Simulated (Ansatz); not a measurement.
Cartesian coordinates in Å:
```
C 2.0817 -0.3253 0.6940
O 0.7907 0.0013 0.2170
B -0.2472 -0.8650 0.2483
F -0.1024 -2.0964 0.7398
O -1.4595 -0.4959 -0.2215
Si -1.9598 0.9351 -0.8837
H 2.1265 -1.3487 1.0704
H 2.3462 0.3662 1.4960
H 2.7975 -0.2090 -0.1217
H -1.7940 2.0411 0.0918
H -3.3930 0.7645 -1.2154
H -1.1869 1.2322 -2.1152
```

Total charge 0; spin multiplicity 1.

Task: List the PBE/def2-TZVPP orbital energies in eV (the Gaussian-basis code of Ansatz). (An estimate is asked.)

Result: Computed: Occupied: -1780.18, -660.00, -510.94, -510.58, -270.41, -179.23, -137.85, -94.63, -94.56, -94.56, -30.13, -26.28, -25.27, -17.56, -14.63, -13.31, -12.80, -11.90, -11.72, -10.83, -10.72, -9.80, -9.56, -9.18, -8.04, -7.96, -7.84, -7.33. Lowest empty: -0.69, 0.35, 0.50, 0.87, 1.02, 1.23, 1.43, 2.17.
